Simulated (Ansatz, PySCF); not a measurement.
Gas-phase reaction in SMILES: Nc1ccsc1 -> Nc1[c]scc1 + H atom (the C-H bond at the site shown breaks; other sites are not compared here)
Geometries: B3LYP-D3(BJ)/def2-TZVP minima from Ansatz (a first-principles code), one conformer each, not searched for the lowest. Unstable Hartree-Fock reference: Nc1ccsc1. Markedly spin-contaminated UHF reference, which strains HF, MP2 and, less, CCSD(T): Nc1[c]scc1.
Geometry of the first species:
SMILES: Nc1ccsc1
```xyz
11

N     -2.0348    -1.2204     0.3367
C     -0.8331    -0.5416     0.1140
C      0.4311    -1.2084     0.0961
C      1.4777    -0.3509    -0.0665
S      0.9559     1.2775    -0.1913
C     -0.6975     0.8142    -0.0368
H     -2.8589    -0.7074     0.0634
H     -2.0530    -2.1567    -0.0386
H      0.5428    -2.2778     0.2097
H      2.5265    -0.5926    -0.1138
H     -1.4770     1.5578    -0.0571
```

Quantity: bond dissociation energy (enthalpy at 298 K, with B3LYP-D3(BJ) rigid-rotor harmonic-oscillator terms from PySCF), in eV. Cores are frozen in the correlated levels unless marked. Open shells are spin-unrestricted. Spin-orbit coupling is left out. No relativistic terms. Basis-set limits of correlation are two-point, X^-3; Hartree-Fock from the larger set.

```
level                                        program  bond dissociation energy (eV)  minus last row
------------------------------------  --------------  -----------------------------  --------------
HF/6-31G*                                     Ansatz                           4.14           -0.99
HF/cc-pV(Q+d)Z                                Ansatz                           4.10           -1.03
PBE/def2-TZVPD                                Ansatz                           4.83           -0.30
r2SCAN/def2-TZVPD                             Ansatz                           4.89           -0.24
PBE0/def2-QZVPP                               Ansatz                           4.96           -0.17
BHLYP-D4/def2-TZVPD                   Ansatz + dftd4                           5.00           -0.13
r2SCANh-D4/def2-TZVPD                 Ansatz + dftd4                           4.92           -0.21
LC-wPBE-D4/def2-TZVPD                 Ansatz + dftd4                           5.05           -0.08
LC-wPBE/def2-TZVPD                            Ansatz                           5.03           -0.10
wB97M-V/def2-TZVPD                            Ansatz                           5.00           -0.13
RI-MP2/CBS(cc-pV(T+d)Z,cc-pV(Q+d)Z)           Ansatz                           5.52            0.39
CCSD/cc-pV(Q+d)Z                              Ansatz                           5.10           -0.03
CCSD(T)/cc-pVTZ                               Ansatz                           5.09           -0.04
CCSD(T)/cc-pV(Q+d)Z                           Ansatz                           5.11           -0.02
CCSD(T)/CBS(cc-pV(T+d)Z,cc-pV(Q+d)Z)          Ansatz                           5.13            0.00
```
